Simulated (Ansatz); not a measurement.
Geometry optimisation, Ansatz, UKS B3LYP-D4/def2-SVP.

The input (input.yaml):

```yaml
crystal:
  periodic: [false, false, false]
  atoms:
    - { symbol: O, position_ang: [-1.1032, 0.1609, -0.466] }
    - { symbol: Si, position_ang: [0.4245, 0.6025, -0.163] }
    - { symbol: Br, position_ang: [1.5157, -1.3011, -0.1515] }
    - { symbol: H, position_ang: [0.36645, 1.24059, -1.4526] }
    - { symbol: H, position_ang: [0.4952, 1.1956, 1.1732] }
magnetization:
  spin_polarized: true
  initial_magnetization: 1
basis:
  gaussian: { orbitals: def2-SVP }
hamiltonian:
  xc: b3lyp
  dispersion: d4
relax:
  f_tol: 0.02
  max_steps: 50
```

Run as:

```bash
$ ansatz run input.yaml --threads 2 --pin off --max-ram 3072MiB --backend cpu --events-out ev --progress --plain --runs-dir out
```

Q: Where does it end, and by what steps?

A: It converged. After 7 steps the energy has fallen by 0.497 eV; H4 moved furthest, 0.27 Å.

```
step  energy less start (eV)  largest force component (eV/Å)  accepted
   0                  0.0000                           2.107       yes
   1                 -0.4347                           0.376       yes
   2                 -0.4726                           0.627       yes
   3                 -0.4551                           0.938        no
   4                 -0.4932                           0.121       yes
   5                 -0.4970                           0.067       yes
   6                 -0.4971                           0.062       yes
   7                 -0.4973                           0.003       yes
```

```xyz
5
Properties=species:S:1:pos:R:3
O -1.333 0.159 -0.325
Si 0.299 0.493 -0.210
Br 1.633 -1.295 -0.181
H 0.625 1.308 -1.413
H 0.475 1.234 1.069
```

Run time: 35 s on 2 threads of Arm Neoverse V1, with other jobs on the host, peak memory 0.23 GiB.
